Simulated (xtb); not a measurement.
C2H6OZn, charge -1, doublet, at a GFN2-xTB geometry of the parent state (such geometries of metal compounds can be far from the true shape) (a state made from the parent by changing its charge; the spin is typed, not shown lowest); xtb with GFN0-xTB.

xtb was given this input:
```
$ xtb mol.xyz --gfn 0 --chrg -1 --uhf 1 --json

# file mol.xyz
10

Zn     0.51336456     0.04268395     0.35947764
C     -0.18985124    -1.05497978    -1.17737509
C     -1.57289452    -0.53229609    -1.54371968
H     -0.25714403    -2.10520493    -0.90394124
H      0.46664509    -0.98835194    -2.04136197
H     -1.53274000     0.50864029    -1.85911762
H     -2.26093044    -0.60806788    -0.70373102
H     -1.98257239    -1.11857733    -2.36859514
O      0.03734617     1.34267470     1.41084832
H      0.44351018     1.81330083     2.13219997
```

The log (banner, timings and long lists left out):

```
   ID    Z sym.   atoms
    1   30 Zn     1
    2    6 C      2, 3
    3    1 H      4-8, 10
    4    8 O      9

           -------------------------------------------------
          |                Calculation Setup                |
           -------------------------------------------------

           -------------------------------------------------
          |                 G F N 0 - x T B                 |
           -------------------------------------------------

          ...................................................
          :                      SETUP                      :
          :.................................................:
          :  # basis functions                  28          :
          :  # atomic orbitals                  28          :
          :  # shells                           20          :
          :  # electrons                        23          :
          :  electronic temp.          300.0000000     K    :
          :  accuracy                    1.0000000          :
          :  -> integral cutoff          0.2500000E+02      :
          :  -> integral neglect         0.1000000E-07      :
          ...................................................

         :::::::::::::::::::::::::::::::::::::::::::::::::::::
         ::                     SUMMARY                     ::
         :::::::::::::::::::::::::::::::::::::::::::::::::::::
         :: total energy             -13.001622384092 Eh    ::
         :: gradient norm              0.075675876849 Eh/a0 ::
         :: HOMO-LUMO gap              2.656296470233 eV    ::
         ::.................................................::
         :: H0 energy                -11.952463791323 Eh    ::
         :: repulsion energy           0.136263818023 Eh    ::
         :: electrostat energy        -1.183037896257 Eh    ::
         :: -> Gsolv                   0.000000000000 Eh    ::
         ::    -> Gsasa                0.000000000000 Eh    ::
         ::    -> Gshift               0.000000000000 Eh    ::
         :: dispersion energy         -0.002384514534 Eh    ::
         :: short-range corr.         -0.000000000000 Eh    ::
         :: add. restraining           0.000000000000 Eh    ::
         :: total charge              -1.000000000000 e     ::
         :::::::::::::::::::::::::::::::::::::::::::::::::::::

           -------------------------------------------------
          |                Property Printout                |
           -------------------------------------------------

    * Orbital Energies and Occupations

         #    Occupation            Energy/Eh            Energy/eV
      -------------------------------------------------------------
         1        2.0000           -0.6905934             -18.7920
         2        2.0000           -0.6316936             -17.1893
         3        2.0000           -0.6033231             -16.4173
         4        2.0000           -0.5526232             -15.0376
         5        2.0000           -0.5382135             -14.6455
         6        2.0000           -0.5290991             -14.3975
         7        2.0000           -0.5064854             -13.7822
         8        2.0000           -0.4982113             -13.5570
         9        2.0000           -0.4427451             -12.0477
        10        2.0000           -0.4341435             -11.8136
        11        2.0000           -0.4157759             -11.3138
        12        1.0000           -0.2666497              -7.2559 (HOMO)
        13                         -0.1690326              -4.5996 (LUMO)
        14                         -0.1485126              -4.0412
        15                         -0.1366444              -3.7183
        16                         -0.1148599              -3.1255
        17                         -0.0931952              -2.5360
        18                         -0.0709208              -1.9299
        19                         -0.0057932              -0.1576
        20                          0.0553936               1.5073
        21                          0.0868921               2.3645
        22                          0.1744949               4.7482
        23                          0.2170750               5.9069
       ...                                ...                  ...
        28                          0.7938208              21.6010
      -------------------------------------------------------------
                  HL-Gap            0.0976171 Eh            2.6563 eV
             Fermi-level            0.0000000 Eh            0.0000 eV

     #   Z          covCN         q      C6AA      α(0)
     1  30 Zn       1.594    -0.195   122.408    21.717
     2   6 C        3.654    -0.054    24.384     7.168
     3   6 C        3.776    -0.319    30.407     7.952
     4   1 H        0.925    -0.037     3.779     3.040
     5   1 H        0.925    -0.037     3.798     3.047
     6   1 H        0.925     0.034     2.528     2.487
     7   1 H        0.925     0.036     2.504     2.474
     8   1 H        0.924    -0.013     3.302     2.842
     9   8 O        1.543    -0.578    24.566     6.699
    10   1 H        0.806     0.164     1.321     1.805

 Mol. C6AA /au·bohr⁶  :       1309.469410
 Mol. C8AA /au·bohr⁸  :      43670.217008
 Mol. α(0) /au        :         59.230293

Wiberg/Mayer (AO) data.
largest (>0.10) Wiberg bond orders for each atom

 ---------------------------------------------------------------------------
     #   Z sym  total        # sym  WBO       # sym  WBO       # sym  WBO
 ---------------------------------------------------------------------------
     1  30 Zn   1.377 --     2 C    0.593     9 O    0.543
     2   6 C    3.588 --     3 C    1.024     5 H    0.951     4 H    0.951
                             1 Zn   0.593
     3   6 C    3.977 --     2 C    1.024     8 H    0.978     6 H    0.967
                             7 H    0.966
     4   1 H    0.997 --     2 C    0.951
     5   1 H    0.997 --     2 C    0.951
     6   1 H    0.981 --     3 C    0.967
     7   1 H    0.981 --     3 C    0.966
     8   1 H    0.986 --     3 C    0.978
     9   8 O    1.555 --    10 H    0.958     1 Zn   0.543
    10   1 H    1.055 --     9 O    0.958
 ---------------------------------------------------------------------------

Topologies differ in total number of bonds
Writing topology from bond orders to xtbtopo.mol

 dipole moment from electron density (au)
     X       Y       Z
  -0.2047  -0.4299  -0.5880  total (Debye):    1.923

           -------------------------------------------------
          | TOTAL ENERGY              -13.001622384092 Eh   |
          | GRADIENT NORM               0.075675876849 Eh/α |
          | HOMO-LUMO GAP               2.656296470233 eV   |
           -------------------------------------------------

normal termination of xtb
```
